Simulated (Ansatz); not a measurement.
CH2AlFO, SMILES `O=[CH][AlH][F]`, relaxed with RKS PBE0-D4/def2-TZVP in Ansatz 0.2.0 from a PBE-D4/def2-SVP geometry. The force threshold is 0.005 eV/Å; the program also tests the step.

Total charge 0; spin multiplicity 1.

Start:

```xyz
6

O    -1.299   -1.444    0.129
C    -0.921   -0.335    0.485
Al    0.788    0.313   -0.400
F     1.429    1.815    0.001
H    -1.525    0.240    1.261
H     1.529   -0.589   -1.477
```

```
         step  energy (eV)  largest force (eV/Å)  largest move (Å)
            1  -12424.8043                 1.091             0.000
            2  -12424.8338                 0.487             0.030
            3  -12424.8371                 0.215             0.022
            4  -12424.8386                 0.131             0.036
            5  -12424.8396                 0.042             0.009
            6  -12424.8398                 0.034             0.010
            7  -12424.8398                 0.019             0.006
 8 (rejected)  -12424.8398                 0.068             0.005
            9  -12424.8398                 0.009             0.002
           10  -12424.8399                 0.009             0.010
           11  -12424.8399                 0.012             0.007
12 (rejected)  -12424.8357                 0.577             0.007
           13  -12424.8399                 0.002             0.004
           14  -12424.8399                 0.002             0.008
15 (rejected)  -12424.8399                 0.014             0.005
           16  -12424.8399                 0.001             0.002
```

End:

```xyz
6

O    -1.301   -1.420    0.138
C    -0.909   -0.327    0.481
Al    0.786    0.305   -0.404
F     1.390    1.784    0.008
H    -1.498    0.237    1.244
H     1.532   -0.579   -1.468
```

It took 37 s on 2 threads of an Arm Neoverse V1 on a shared host, with 0.23 GiB of host memory at the peak.
